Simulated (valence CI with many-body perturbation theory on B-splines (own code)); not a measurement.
**Energy levels of Sn XLVI**

Level of theory: valence CI with perturbative core correlation (CI+MBPT): three valence electrons over a frozen Dirac-Fock core [He], a basis of 11 s, 11 p, 10 d, 8 f, 5 g, 2 h functions for each j, with the one-electron correlation potential Σ1, the two-electron term Σ2, the three-electron term Σ3, Breit, model QED; selected CI, second order for the rest, scaled by the run's own slope (own B-spline code, finite nucleus).

The last digits are not significant, and no measured levels were compared; by estimate large intervals hold to a few tenths of a per cent, small ones and those within an open d or f shell to about a per cent.

Levels 91 to 135 of 185, with energies above the lowest level, (2s^2 2p1/2) J=1/2. "Leading %" is the weight of the configuration and term that name the level; weights of strongly mixed levels are sums over their largest components and can fall short, so below about 35 % the name and the second component can differ from the true leading terms, or belong to a minority configuration. In the jj column 3d3/2^4 stands for four electrons in 3d with j = 3/2. Lifetimes count E1, E2, E3, M1 and M2 decay at the calculated energies, and are blank where another channel may lead or the interval is too uncertain; long ones can be off by a factor of two.

```csv
No.,Configuration,Term,J,E (Ry),Leading %,Lifetime,g,Leading jj
91,2p²3p,²P°,1/2,370.74,85,11.1 fs,0.673,2p1/2 2p3/2 3p3/2 (98 %)
92,2p²3d,²G,7/2,371.11,43,805 fs,1.057,2p1/2 2p3/2 3d3/2 (89 %)
93,2p²3d,⁴D,7/2,371.65,49,102 fs,1.298,2p1/2 2p3/2 3d5/2 (94 %)
94,2p²3d,²F,5/2,371.83,32,3.25 fs,1.196,2p1/2 2p3/2 3d3/2 (70 %)
95,2p²3d,²D,3/2,372.14,41,4.21 fs,1.059,2p1/2 2p3/2 3d3/2 (64 %)
96,2p²3d,²G,9/2,372.68,60,1.06 ps,1.189,2p1/2 2p3/2 3d5/2 (100 %)
97,2p²3d,⁴P,1/2,372.76,39,2.49 fs,1.801,2p1/2 2p3/2 3d3/2 (98 %)
98,2p²3d,⁴P,3/2,372.77,46,2.75 fs,1.419,2p1/2 2p3/2 3d5/2 (63 %)
99,2p²3d,²F,5/2,372.83,36,3.11 fs,1.137,2p1/2 2p3/2 3d5/2 (76 %)
100,2p²3d,²D,5/2,373.73,60,2.11 fs,1.214,2p1/2 2p3/2 3d5/2 (91 %)
101,2p²3d,²F,7/2,374.07,63,2.23 fs,1.111,2p1/2 2p3/2 3d5/2 (94 %)
102,2p²3d,²D,3/2,374.30,60,3.26 fs,0.953,2p1/2 2p3/2 3d5/2 (98 %)
103,2p²3d,²P,1/2,374.58,65,2.88 fs,1.088,2p1/2 2p3/2 3d5/2 (97 %)
104,2p²3s,⁴P,5/2,378.71,60,91.5 fs,1.427,2p3/2^2 3s (98 %)
105,2p²3s,²P,3/2,379.25,53,18.8 fs,1.159,2p3/2^2 3s (99 %)
106,2p²3s,²S,1/2,382.20,72,32.3 fs,1.976,2p3/2^2 3s (98 %)
107,2p²3p,²P°,3/2,382.39,27,8.93 fs,1.427,2p3/2^2 3p1/2 (99 %)
108,2p²3p,²D°,5/2,382.59,44,8.67 fs,1.176,2p3/2^2 3p1/2 (99 %)
109,2p²3p,²P°,1/2,385.64,72,9.14 fs,0.717,2p3/2^2 3p1/2 (88 %)
110,2p²3p,²D°,5/2,386.99,53,10.8 fs,1.302,2p3/2^2 3p3/2 (100 %)
111,2p²3p,⁴D°,7/2,387.02,61,11.6 fs,1.305,2p3/2^2 3p3/2 (99 %)
112,2p²3p,²P°,1/2,387.23,66,9.66 fs,1.170,2p3/2^2 3p3/2 (89 %)
113,2p²3p,²P°,3/2,389.44,62,10.4 fs,1.301,2p3/2^2 3p3/2 (99 %)
114,2p²3d,²D,3/2,390.50,36,3.49 fs,1.144,2p3/2^2 3d3/2 (99 %)
115,2p²3d,⁴D,5/2,390.56,29,3.54 fs,1.192,2p3/2^2 3d3/2 (92 %)
116,2p²3d,²P,1/2,390.70,54,4.07 fs,1.183,2p3/2^2 3d3/2 (83 %)
117,2p²3d,²F,7/2,390.76,38,3.32 fs,1.123,2p3/2^2 3d3/2 (94 %)
118,2p²3p,²P°,3/2,390.97,68,10.3 fs,1.314,2p3/2^2 3p3/2 (99 %)
119,2p²3d,²F,7/2,391.16,56,87.7 fs,1.198,2p3/2^2 3d5/2 (95 %)
120,2p²3d,⁴F,9/2,391.23,60,849 fs,1.234,2p3/2^2 3d5/2 (100 %)
121,2p²3d,²S,1/2,392.18,39,3.70 fs,1.670,2p3/2^2 3d5/2 (83 %)
122,2p²3d,²P,3/2,392.94,51,2.98 fs,1.192,2p3/2^2 3d5/2 (79 %)
123,2p²3d,²D,5/2,393.30,62,2.70 fs,1.157,2p3/2^2 3d5/2 (94 %)
124,2p²3d,²D,3/2,394.40,81,2.45 fs,0.850,2p3/2^2 3d3/2 (79 %)
125,2p²3d,²D,5/2,395.32,69,3.59 fs,1.183,2p3/2^2 3d5/2 (97 %)
126,2s²4s,²S,1/2,433.04,97,32.9 fs,1.998,2s^2 4s (97 %)
127,2s²4p,²P°,1/2,434.57,97,55.3 fs,0.661,2s^2 4p1/2 (97 %)
128,2s²4p,²P°,3/2,436.85,97,65.1 fs,1.331,2s^2 4p3/2 (97 %)
129,2s²4d,²D,3/2,438.01,98,6.96 fs,0.796,2s^2 4d3/2 (98 %)
130,2s²4d,²D,5/2,438.68,98,7.42 fs,1.197,2s^2 4d5/2 (98 %)
131,2s²4f,²F°,5/2,439.35,98,15.5 fs,0.853,2s^2 4f5/2 (98 %)
132,2s²4f,²F°,7/2,439.67,98,15.7 fs,1.140,2s^2 4f7/2 (98 %)
133,2s2p4s,⁴P°,1/2,440.12,77,36.1 fs,2.214,2s 2p1/2 4s (100 %)
134,2s2p4p,⁴D,1/2,441.48,66,27.4 fs,0.419,2s 2p1/2 4p1/2 (100 %)
135,2s2p4s,⁴P°,3/2,441.54,65,33.1 fs,1.580,2s 2p1/2 4s (98 %)
```
